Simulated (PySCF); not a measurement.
## How methods differ on the excitation energy of Nb⁺

Nb⁺ [Kr] 4d4 (5D) → Nb⁺ [Kr] 4d3 5s1 (5F), as a difference of total energies. Calculation: PySCF 2.14, in x2c-TZVPPall with one added diffuse shell each of s, p, d, f type (9s7p7d3f1g, 95 functions); the spin-free X2C one-electron Hamiltonian (Gaussian nucleus). Correlated levels: valence and next inner shell: [Ar] 3d10 frozen. The calculations carry no spin-orbit coupling.

| method | excitation energy (cm⁻¹) | error (cm⁻¹) |
| --- | --- | --- |
| UHF | 501.19 | -2124 |
| MP2 (valence and next inner shell) | 2438.2 | -187 |
| SCS-MP2 (valence and next inner shell) | 1609.0 | -1017 |
| CCSD (valence and next inner shell) | 1888.9 | -737 |
| CCSD(T) (valence and next inner shell) | 1912.4 | -713 |

Reference: 2625.5 cm⁻¹ (measured; NIST levels, between the centres of gravity of the two terms).

Errors of the correlated levels include the incompleteness of this basis and the frozen core.
